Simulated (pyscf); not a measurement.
F–GeH₂–SH, singlet

Gas-phase minimum from PySCF at ωB97X-D3(BJ)/def2-SVP, one conformer. 

```
Ge
F 1 1.7440
H 1 1.5280 2 106.96
H 1 1.5299 3 115.48 2 -116.92
S 1 2.1971 3 107.90 4 -125.42
H 5 1.3471 1 94.19 3 168.37
```
Charge 0, spin multiplicity 1.

Properties at ωB97X-D3(BJ)/def2-SVP:

| Property | Value |
|---|---|
| Harmonic wavenumbers, unscaled | 173, 211, 439, 485, 689, 720, 791, 838, 867, 2224, 2240, 2764 cm⁻¹ |
| Zero-point energy | 17.8 kcal/mol |
| Rotational symmetry number | 1 |
| Entropy of this conformer at 298 K and 1 atm, rigid rotor and harmonic oscillator, modes under 100 cm⁻¹ raised to 100 | 305.4 J/(mol K) |
| Dipole moment | 1.96 D |

Single-point totals, which compare only within one level (frozen core for MP2 and CC):

```
level                   total energy (hartree)
----------------------  ----------------------
ωB97X-D3(BJ)/def2-TZVP             -2576.93671
PBE/def2-TZVP                      -2576.37136
r²SCAN/def2-TZVP                   -2576.88086
B3LYP-D3(BJ)/def2-TZVP             -2577.03212
PBE0-D3(BJ)/def2-TZVP              -2576.46327
M06-2X/def2-TZVP                   -2576.90833
ωB97M-D3(BJ)/def2-TZVP             -2577.04090
HF/def2-TZVPP                      -2574.20514
MP2/def2-TZVPP                     -2574.89112
CCSD/def2-TZVPP                    -2574.91525
CCSD(T)/def2-TZVPP                 -2574.94056
```

Soft torsions are taken as harmonic, which can shift the entropy by several J/(mol K). The CCSD(T) − MP2 part came from Ansatz, without density fitting, on the same reference. The frozen core leaves the outer d or s,p core shells of the metals and heavy elements correlated in the MP2 and CC values, and def2-TZVPP describes them poorly, so these totals are far from the basis limit. Elements up to Kr have no core potential and no relativistic terms here.
